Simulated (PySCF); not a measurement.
Ge(F)(SiH3) (FGeH3Si), SMILES [F][Ge][SiH3] (connectivity only; charge and spin as stated), neutral, multiplicity 1. Atoms are numbered in the order given.

```xyz
6

Ge     0.4292    -0.6755     0.0000
F     -1.2846    -1.1002     0.0000
Si    -0.1019     1.7646     0.0000
H     -0.9197     2.0796     1.2062
H     -0.9197     2.0796    -1.2062
H      1.0921     2.6555     0.0000
```

Geometry optimised at r2SCAN-D4/def2-TZVP.

All values below come from PBE/def2-TZVPD (PySCF).

```
Item                                                                                                            Value
---------------------------------------------------------------------------------------------  ----------------------
total energy                                                                                      -2467.64292 hartree
point group                                                                                                        Cs
highest occupied level                                                                                       -5.61 eV
lowest empty level                                                                                           -3.95 eV
orbital gap                                                                                                   1.67 eV
dipole moment                                                                                                  1.68 D
quadrupole, principal values (traceless, Buckingham form, about the centre of nuclear charge)  -4.71, -1.04, 5.75 D·Å
mean static polarisability                                                                      71.2 bohr³ (10.55 Å³)
polarisability, principal values                                                               55.0, 60.6, 97.9 bohr³
```
